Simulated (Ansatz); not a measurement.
Job for Ansatz (a program for electronic structure): R-CCSD(T)/cc-pVDZ on C2H7BO (SMILES CBOC), a point of a torsion scan.

Ansatz 0.2 input:
```yaml
crystal:
  periodic: [false, false, false]
  atoms:
    - {symbol: C, position_ang: [-1.43367488, 0.38742433, 0.12828916]}
    - {symbol: B, position_ang: [-0.48447890, -0.86605914, -0.12281268]}
    - {symbol: O, position_ang: [0.59656171, -1.20992752, 0.56490119]}
    - {symbol: C, position_ang: [1.15888658, -0.55375303, 1.67235397]}
    - {symbol: H, position_ang: [-1.15013284, 1.02486511, 0.96242992]}
    - {symbol: H, position_ang: [-2.45336236, 0.05134087, 0.30658876]}
    - {symbol: H, position_ang: [-1.47084424, 1.01145709, -0.76263495]}
    - {symbol: H, position_ang: [-0.72227254, -1.60639179, -1.00601860]}
    - {symbol: H, position_ang: [1.11755717, -1.22552120, 2.53333803]}
    - {symbol: H, position_ang: [0.64111300, 0.37559517, 1.91731249]}
    - {symbol: H, position_ang: [2.20529917, -0.33400943, 1.44743553]}
basis:
  gaussian:
    orbitals: cc-pVDZ
magnetization: {spin_polarized: false}
correlation: {method: ccsd_t, electrons: outside_noble_gas}
scf: {lower_state_search: off}
```

Output:

```
WARN ansatz: RAYON_NUM_THREADS=1 ignored (pool sized by the plan → 1); use --threads N
Functional definition: HF
these checks for a lower state are left out or cut short: stability, starts, cluster_reference, orbital_swaps, neighbouring_geometries, increment
integrals: 0.09 GiB planned
820 factors; integrals over basis functions are off by at most 1.2e-3 eV
mean field: 0.17 GiB planned
mean field evaluation 1: about -4879.3251 eV, gradient 3.1e1 eV
mean field evaluation 2: about -4879.3270 eV, gradient 3.1e1 eV
mean field evaluation 4: about -4881.8307 eV, gradient 4.0e0 eV
mean field evaluation 8: about -4881.8730 eV, gradient 1.6e-4 eV
mean field -4881.87296341 eV, -179.4055223530 hartree, gradient 2.3e-6 eV, S^2 0.000000; 0 other end points of the search recorded, 0 dependent functions left out
4 core orbitals not correlated
reference -4881.87296341 eV, -179.4055223530 hartree; 12, 12 occupied and 75, 75 virtual orbitals, 820 factors
second order -15.20245314 eV of doubles, -0.00000000 eV of singles
coupled cluster: 0.31 GiB planned
cycle   1  -16.01182598 eV  change   -8.1e-1 eV  update   9.1e-2
cycle   2  -16.43543212 eV  change   -4.2e-1 eV  update   2.6e-2
cycle   3  -16.53789541 eV  change   -1.0e-1 eV  update   1.5e-2
cycle   4  -16.53394524 eV  change    4.0e-3 eV  update   4.3e-3
cycle   5  -16.53380378 eV  change    1.4e-4 eV  update   1.7e-3
cycle   6  -16.53373645 eV  change    6.7e-5 eV  update   4.9e-4
cycle   7  -16.53349716 eV  change    2.4e-4 eV  update   1.4e-4
cycle   8  -16.53348695 eV  change    1.0e-5 eV  update   4.2e-5
cycle   9  -16.53349456 eV  change   -7.6e-6 eV  update   1.1e-5
perturbative correction -0.43728878 eV, -0.0160700662 hartree
Total energy: -4898.84374675 eV, -180.0291871374 hartree
Checks for a lower state left out: stability, starts, cluster_reference, orbital_swaps, neighbouring_geometries, increment
```

The run converged.

Cost: roughly 11 core-seconds.
